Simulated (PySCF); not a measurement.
Compound: C9H18.
Bonds: C1–C2, C2–C3, C3–C4, C4–C5, C5–C6, C6–C7, C7–C8, C8–C9, C4–C9. Hydrogens: H10, H11, H12 on C1; H13, H14 on C2; H15, H16 on C3; H17 on C4; H18, H19 on C5; H20, H21 on C6; H22, H23 on C7; H24, H25 on C8; H26, H27 on C9.

All values: PBE0/pcSseg-1 (PySCF, non-relativistic), on one gas-phase PBE0-D3(BJ)/def2-SVP geometry that isn't relaxed in the solvent. The solvent is an IEF-PCM continuum (Bondi radii, 1.10 Å for H, scaled by 1.2). Specific hydrogen bonds and non-electrostatic terms are outside this model.

Gas phase at PBE0/pcSseg-1: HOMO -8.17 eV, LUMO 1.52 eV, dipole 0.10 D.

Question: What does the continuum do to the energy, the frontier levels and the dipole at PBE0/pcSseg-1 in chloroform and tetrahydrofuran?

Answer: 
| solvent | ε | E(solvent) − E(gas) (kcal/mol) | polarisation term (kcal/mol) | distortion of the solute (kcal/mol) | HOMO (eV) | LUMO (eV) | dipole (D) |
| --- | --- | --- | --- | --- | --- | --- | --- |
| chloroform | 4.711 | -0.48 | -0.49 | 0.01 | -8.07 | 1.63 | 0.11 |
| tetrahydrofuran | 7.426 | -0.55 | -0.56 | 0.01 | -8.06 | 1.64 | 0.11 |

The polarisation term is half the interaction of the solute with the surface charges that it induces; the rest is the cost of distorting the solute's density. The sum is the electrostatic part of solvation alone. From chloroform to tetrahydrofuran the lowering changes by a factor 1.15, Onsager's factor (ε − 1)/(2ε + 1) by 1.14 and ε itself by 1.6.
